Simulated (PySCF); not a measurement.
Spin states and ions at one geometry of Bi(OH)5

PySCF 2.14.0, RKS B3LYP, Bi def2-SVP with ECP60, O def2-SVP, H def2-SVP; non-relativistic Hamiltonian with scalar-relativistic core potentials where named; density fitting; no spin-orbit coupling; singlets restricted, open shells unrestricted. The geometry is relaxed for charge 0, singlet, vacuum:

```xyz
11

Bi   -0.0184    0.0106    0.0402
O    -0.2568   -0.0561    2.1273
H     0.5892   -0.3633    2.4947
O     2.1070   -0.1341    0.2626
H     2.4457    0.5863    0.8188
O     0.2008    1.8009   -1.0096
H     1.1490    1.8382   -1.2276
O    -2.0973    0.1207   -0.1019
H    -2.4179   -0.0752    0.7962
O     0.1382   -1.7624   -1.0348
H     1.0934   -1.9540   -1.0490
```

Energies count from the relaxed state; an electron taken off or put on is at rest in vacuum. Charges and spins are Mulliken's.

```tsv
state	energy (eV)	spin squared	charge on Bi1 (e)	spin on Bi1 (e)	dipole about the centre of mass (D)
charge 0, singlet, vacuum	0.00	0.00	1.32	0.00	3.83
charge 0, triplet, vacuum	2.86	2.02	1.19	0.15	3.67
charge -1, doublet, vacuum	-1.84	0.76	1.13	0.21	3.26
```

Q: What does the state charge +1, doublet, vacuum give?

A: energy (eV) 10.63, spin squared 0.78, charge on Bi1 (e) 1.39, spin on Bi1 (e) -0.10, dipole about the centre of mass (D) 4.79.

With an electron taken off (doublet) the charges change, summed by element, by Bi +0.07 e, O +0.70 e, H +0.24 e. The vertical ionisation energy is 10.63 eV, against −ε(HOMO) = 8.47 eV of the relaxed state. The level lies 2.2 eV too high, as is usual for semilocal functionals and global hybrids, which keep a self-interaction error.

With an electron put on (doublet) the charges change, summed by element, by Bi -0.20 e, O -0.46 e, H -0.35 e. The vertical electron affinity is 1.84 eV, against −ε(LUMO) = 4.08 eV of the relaxed state. The basis has no diffuse functions, which an added electron needs. The added electron's level lies above zero.

Open shells may have lower solutions than those found.
